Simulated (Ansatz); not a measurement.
The cluster Al5As5 was relaxed with PBE-D4 (def2-SVP) in Ansatz in these states: charge -1 doublet, neutral singlet. The geometries follow in no particular order.

A:

Cartesian coordinates in Å:
```
Al -1.661 -0.390 0.953
Al 0.653 -1.840 0.092
Al -0.089 1.904 1.620
Al -0.894 -0.371 -1.777
Al 2.373 0.362 0.704
As 0.478 -0.586 2.272
As -1.653 1.675 -0.591
As 1.590 -0.356 -1.798
As -1.693 -2.351 -0.592
As 0.895 1.954 -0.883
```

B:

| atom | x (Å) | y (Å) | z (Å) |
| --- | --- | --- | --- |
| Al1 | -1.4492 | -1.2069 | 0.2581 |
| Al2 | -0.6819 | 0.6661 | -1.6482 |
| Al3 | 1.1908 | -2.1329 | 0.6243 |
| Al4 | -0.8814 | 1.5192 | 1.1376 |
| Al5 | 2.0352 | -0.0632 | -1.4804 |
| As6 | -0.0024 | -1.7408 | -1.7105 |
| As7 | -0.2031 | -0.5671 | 2.3948 |
| As8 | 0.9456 | 2.2353 | -0.4573 |
| As9 | -2.7273 | 0.8086 | -0.3060 |
| As10 | 1.7736 | 0.4818 | 1.1877 |

Problem. Judge from the bond lengths which geometry belongs to which state (an estimate).

Solution. A is the charge -1 doublet (Al4–As10 3.067 Å, Al1–Al2 2.863 Å, Al3–As10 2.690 Å); B is the neutral singlet (Al4–As10 2.851 Å, Al1–Al2 2.780 Å, Al3–As10 2.737 Å).

The restricted singlet is unstable towards broken spin symmetry in Hartree–Fock (as tested in another run); at PBE-D4/def2-SVP this wasn't settled. These are the stationary points nearest to one start from a short search; other shapes may lie lower in each state.
